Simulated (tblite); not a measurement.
Parent: `[CH3:1][CH2:2][SiH:3]1[CH2:4][S:5][CH2:6]1` with C1–C2–Si3–C4 -174°, C4H10SSi.

The geometries are computed with GFN2-xTB (gas phase). One conformer each, not checked by frequencies here.

```json
{"coordinate of the parent": "C1–C2", "value": "1.524 Å"}
{"coordinate of the parent": "C2–Si3", "value": "1.898 Å"}
{"coordinate of the parent": "Si3–C4", "value": "1.914 Å"}
{"coordinate of the parent": "C4–S5", "value": "1.836 Å"}
{"coordinate of the parent": "S5–C6", "value": "1.839 Å"}
{"coordinate of the parent": "Si3–C6", "value": "1.915 Å"}
{"coordinate of the parent": "C1–C2–Si3", "value": "112.2°"}
{"coordinate of the parent": "C2–Si3–C4", "value": "115.6°"}
{"coordinate of the parent": "C2–Si3–C6", "value": "116.0°"}
{"coordinate of the parent": "C4–Si3–C6", "value": "84.7°"}
{"coordinate of the parent": "Si3–C4–S5", "value": "92.9°"}
{"coordinate of the parent": "C4–S5–C6", "value": "89.1°"}
{"coordinate of the parent": "Si3–C6–S5", "value": "92.8°"}
```

Question: How does the shared frame change in `[CH3:1][CH2:2][Si:3]1([F:4])[CH2:5][S:6][CH2:7]1` with C1–C2–Si3–F4 50°, C4H9FSSi? Atoms pair as C1 = C1, C2 = C2, Si3 = Si3, C4 = C5, S5 = S6, C6 = C7 (parent first).

Answer: 
| parent | relative | value in the relative | change |
| --- | --- | --- | --- |
| C1–C2 | C1–C2 | 1.527 Å | +0.003 |
| C2–Si3 | C2–Si3 | 1.892 Å | -0.006 |
| Si3–C4 | Si3–C5 | 1.905 Å | -0.009 |
| C4–S5 | C5–S6 | 1.841 Å | +0.005 |
| S5–C6 | S6–C7 | 1.844 Å | +0.005 |
| Si3–C6 | Si3–C7 | 1.907 Å | -0.008 |
| C1–C2–Si3 | C1–C2–Si3 | 112.0° | -0.2 |
| C2–Si3–C4 | C2–Si3–C5 | 120.0° | +4.4 |
| C2–Si3–C6 | C2–Si3–C7 | 120.8° | +4.8 |
| C4–Si3–C6 | C5–Si3–C7 | 85.4° | +0.7 |
| Si3–C4–S5 | Si3–C5–S6 | 92.7° | -0.2 |
| C4–S5–C6 | C5–S6–C7 | 89.1° | 0.0 |
| Si3–C6–S5 | Si3–C7–S6 | 92.6° | -0.2 |

Of the parent's bonds, Si3–C4 and Si3–C6 change most and about equally (-0.009 to -0.008 Å). Bonds of the relative outside the shared frame: Si3–F4 1.624 Å. Point group C1 → C1.

Question: How does the shared frame change in `[CH3:1][CH2:2][Si:3]1([C:4]([Cl:5])([Cl:6])[Cl:7])[CH2:8][S:9][CH2:10]1` with C1–C2–Si3–C4 -61°, C2–Si3–C8–S9 109°, Si3–C8–S9–C10 9°, C8–S9–C10–Si3 -9°, C2–Si3–C10–S9 -111°, C5H9Cl3SSi? Atoms pair as C1 = C1, C2 = C2, Si3 = Si3, C4 = C10, S5 = S9, C6 = C8 (parent first).

Answer: 
```csv
parent,relative,value in the relative,change
C1–C2,C1–C2,1.528 Å,+0.004
C2–Si3,C2–Si3,1.901 Å,+0.003
Si3–C4,Si3–C10,1.910 Å,-0.004
C4–S5,C10–S9,1.841 Å,+0.005
S5–C6,S9–C8,1.844 Å,+0.005
Si3–C6,Si3–C8,1.910 Å,-0.005
C1–C2–Si3,C1–C2–Si3,114.2°,+2.0
C2–Si3–C4,C2–Si3–C10,116.2°,+0.6
C2–Si3–C6,C2–Si3–C8,118.4°,+2.4
C4–Si3–C6,C10–Si3–C8,85.4°,+0.7
Si3–C4–S5,Si3–C10–S9,92.0°,-0.9
C4–S5–C6,C10–S9–C8,89.3°,+0.2
Si3–C6–S5,Si3–C8–S9,91.9°,-0.9
```

Of the parent's bonds, C1–C2, Si3–C4, C4–S5, S5–C6 and Si3–C6 change most and about equally (-0.005 to +0.005 Å). Bonds of the relative outside the shared frame: Si3–C4 1.948, C4–Cl5 1.776, C4–Cl6 1.776, C4–Cl7 1.774 Å. Point group C1 → C1.

Question: How does the shared frame change in `[CH3:1][CH2:2][Si:3]1([O:4][CH:5]=[O:6])[CH2:7][S:8][CH2:9]1` with C1–C2–Si3–O4 48°, C2–Si3–O4–C5 45°, Si3–O4–C5–O6 2°, C2–Si3–C7–S8 109°, Si3–C7–S8–C9 10°, C7–S8–C9–Si3 -10°, C2–Si3–C9–S8 -108°, C5H10O2SSi? Atoms pair as C1 = C1, C2 = C2, Si3 = Si3, C4 = C7, S5 = S8, C6 = C9 (parent first).

Answer: 
```json
{"parent": "C1–C2", "relative": "C1–C2", "value in the relative": "1.529 Å", "change": "+0.005"}
{"parent": "C2–Si3", "relative": "C2–Si3", "value in the relative": "1.899 Å", "change": "+0.001"}
{"parent": "Si3–C4", "relative": "Si3–C7", "value in the relative": "1.909 Å", "change": "-0.005"}
{"parent": "C4–S5", "relative": "C7–S8", "value in the relative": "1.840 Å", "change": "+0.004"}
{"parent": "S5–C6", "relative": "S8–C9", "value in the relative": "1.838 Å", "change": "-0.001"}
{"parent": "Si3–C6", "relative": "Si3–C9", "value in the relative": "1.906 Å", "change": "-0.009"}
{"parent": "C1–C2–Si3", "relative": "C1–C2–Si3", "value in the relative": "112.5°", "change": "+0.3"}
{"parent": "C2–Si3–C4", "relative": "C2–Si3–C7", "value in the relative": "116.8°", "change": "+1.2"}
{"parent": "C2–Si3–C6", "relative": "C2–Si3–C9", "value in the relative": "117.1°", "change": "+1.1"}
{"parent": "C4–Si3–C6", "relative": "C7–Si3–C9", "value in the relative": "85.4°", "change": "+0.7"}
{"parent": "Si3–C4–S5", "relative": "Si3–C7–S8", "value in the relative": "91.7°", "change": "-1.2"}
{"parent": "C4–S5–C6", "relative": "C7–S8–C9", "value in the relative": "89.4°", "change": "+0.3"}
{"parent": "Si3–C6–S5", "relative": "Si3–C9–S8", "value in the relative": "91.9°", "change": "-0.9"}
```

Of the parent's bonds, Si3–C6 changes most (-0.009 Å). Bonds of the relative outside the shared frame: Si3–O4 1.675, O4–C5 1.313, C5=O6 1.192 Å. Point group C1 → C1.

Question: How does the shared frame change in `[CH3:1][CH2:2][Si:3]1([CH2:4][F:5])[CH2:6][S:7][CH2:8]1` with C1–C2–Si3–C4 56°, C2–Si3–C4–F5 42°, C5H11FSSi? Atoms pair as C1 = C1, C2 = C2, Si3 = Si3, C4 = C8, S5 = S7, C6 = C6 (parent first).

Answer: 
```csv
parent,relative,value in the relative,change
C1–C2,C1–C2,1.527 Å,+0.003
C2–Si3,C2–Si3,1.902 Å,+0.004
Si3–C4,Si3–C8,1.916 Å,+0.002
C4–S5,C8–S7,1.839 Å,+0.003
S5–C6,S7–C6,1.839 Å,0.000
Si3–C6,Si3–C6,1.918 Å,+0.003
C1–C2–Si3,C1–C2–Si3,112.7°,+0.5
C2–Si3–C4,C2–Si3–C8,115.7°,+0.1
C2–Si3–C6,C2–Si3–C6,116.1°,+0.1
C4–Si3–C6,C8–Si3–C6,85.0°,+0.3
Si3–C4–S5,Si3–C8–S7,92.7°,-0.2
C4–S5–C6,C8–S7–C6,89.5°,+0.4
Si3–C6–S5,Si3–C6–S7,92.7°,-0.1
```

Of the parent's bonds, C1–C2, C2–Si3, C4–S5 and Si3–C6 change most and about equally (+0.003 to +0.004 Å). Bonds of the relative outside the shared frame: Si3–C4 1.925, C4–F5 1.380 Å. Point group C1 → C1.
